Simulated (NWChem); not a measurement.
# Correlation energy of CH2Cl

```xyz
4

C      0.0000     0.0000    -1.1183
Cl     0.0000     0.0000     0.5872
H      0.9680     0.0000    -1.6363
H     -0.9680     0.0000    -1.6363
```
Charge 0, spin multiplicity 2.

The numbers come from NWChem runs, not from measurements. All single points use one geometry, from UPBE/def2-SVP, a minimum by its harmonic frequencies.

Basis set: cc-pVDZ. Each correlation energy counts from its own Hartree-Fock reference.

The correlated methods keep 6 core orbitals frozen. The structure started from a generated list of species. The unpaired electrons of the parent sit in orbitals of symmetry b2 (C2v labels of the run); other states weren't searched. The stability of the SCF solutions was not checked. Open-shell Hartree-Fock references start from PBE0 orbitals. Coupled-cluster values serve here as a point of comparison, not as the truth.

```json
[
 {"method": "URI-MP2", "correlation energy (mHa)": "-255.3"},
 {"method": "UMP2", "correlation energy (mHa)": "-255.3"},
 {"method": "SCS-UMP2", "correlation energy (mHa)": "(withheld)"},
 {"method": "CCSD on UHF", "correlation energy (mHa)": "-285.0"},
 {"method": "CCSD[T] on UHF", "correlation energy (mHa)": "(withheld)"},
 {"method": "CCSD(T) on UHF", "correlation energy (mHa)": "-291.6"},
 {"method": "CCSD on ROHF", "correlation energy (mHa)": "(withheld)"},
 {"method": "CCSD[T] on ROHF", "correlation energy (mHa)": "(withheld)"},
 {"method": "CCSD(T) on ROHF", "correlation energy (mHa)": "-297.0"}
]
```

What belongs in the gaps?


- SCS-UMP2, correlation energy (mHa): -251.0
- CCSD[T] on UHF, correlation energy (mHa): -291.9
- CCSD on ROHF, correlation energy (mHa): -290.1
- CCSD[T] on ROHF, correlation energy (mHa): -297.3
